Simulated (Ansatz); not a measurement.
An input meant for the cluster Zn₃Se₃ (charge 0, singlet).

```yaml
crystal:
  periodic: [false, false, false]
  atoms:
    - {symbol: Zn, position_ang: [0.169621, 0.867860, 0.730959]}
    - {symbol: Zn, position_ang: [0.883221, -0.551815, -0.490264]}
    - {symbol: Zn, position_ang: [-0.926877, -0.271195, -0.239913]}
    - {symbol: Se, position_ang: [1.736252, 0.436847, 0.382793]}
    - {symbol: Se, position_ang: [-0.317364, -1.192990, -1.008071]}
    - {symbol: Se, position_ang: [-1.215980, 0.882509, 0.792514]}
basis:
  gaussian: {orbitals: cc-pVDZ}
hamiltonian: {xc: {name: wB97}}
scf: {omitted_lower_state_checks: [starts]}
```

```sh
$ ansatz run in.yaml --threads 4 --pin off --events-out ev --progress --plain --max-ram 4787MiB
```

It prints (some lines left out):

```
Functional definition: wB97
2628 factors; their error is unknown
483 factors; integrals over basis functions are off by at most 1.9e-5 eV
mean field evaluation 1: about -341234.0342 eV, gradient 6.3e1 eV
mean field evaluation 2: about -341231.1047 eV, gradient 1.0e2 eV
mean field evaluation 4: about -341239.0765 eV, gradient 2.1e0 eV
mean field evaluation 8: about -341239.0888 eV, gradient 1.4e-1 eV
mean field evaluation 16: about -341239.0543 eV, gradient 5.9e-4 eV
mean field -341239.05431989 eV, -12540.3039461176 hartree, gradient 5.0e-5 eV, S^2 0.000000; 0 other end points of the search recorded, 0 dependent functions left out
reference -341239.05430706 eV, -12540.3039456460 hartree; 96, 96 occupied and 114, 114 virtual orbitals, 2628 factors
Total energy: -341239.05430706 eV, -12540.3039456460 hartree
Checks for a lower state left out: starts
```

Question: Something in this input is off. What?

Answer: The geometry is squeezed to about two thirds of its size. The run converged. The result belongs to that input, not to the species as meant.
